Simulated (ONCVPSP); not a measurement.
Transferability test, ONCV potential for Rh (Z = 45)

rhodium (Rh), optimised norm-conserving Vanderbilt (ONCV), made with ONCVPSP 4.0.1 (PBE, scalar-relativistic). Core [Ar] 3d10, reference 4s2 4p6 4d7 (charge +2). Waves: 4s: rc 1.40 bohr, ncon 3, nbas 6, qcut 8.6 1/bohr, 1 projector; 4p: rc 1.65 bohr, ncon 4, nbas 8, qcut 6.6 1/bohr, 2 projectors, debl 1 Ha; 4d: rc 1.25 bohr, ncon 4, nbas 8, qcut 7.5 1/bohr, 2 projectors, debl 2.2 Ha. Local part: polynomial inside 0.90 bohr (lpopt 3, dvloc0 4 Ha). Core correction: Teter function fitted to the true core (icmod 2), fcfact 0.55.

In the p channel the program set the typed energies aside and used -2.618, 0.250 Ha.

Energies are relative to the spin-unpolarised reference configuration 4s2 4p6 4d7; without spin polarisation the order of configurations can differ from experiment.

Question: Give the all-electron excitation energy and the error of the potential for: 4s2 4p6 4d8 5s1; 4s2 4p6 4d8; 4s2 4p6 4d6; 4s2 4p5 4d8 5s1.

Answer:

```
valence configuration  charge  ΔE all-electron (eV)  error AE − PS (meV)
      4s2 4p6 4d8 5s1       0               -26.972                 +588
          4s2 4p6 4d8      +1               -19.511                 +0.7
          4s2 4p6 4d6      +3                32.505                 +0.2
      4s2 4p5 4d8 5s1      +1                29.663                +1034
```

Levels in the configuration 4s2 4p6 4d6:

| level | all-electron (eV) | pseudo (eV) |
| --- | --- | --- |
| 4s | -118.538 | -118.515 |
| 4p | -86.074 | -86.066 |
| 4d | -39.511 | -39.504 |
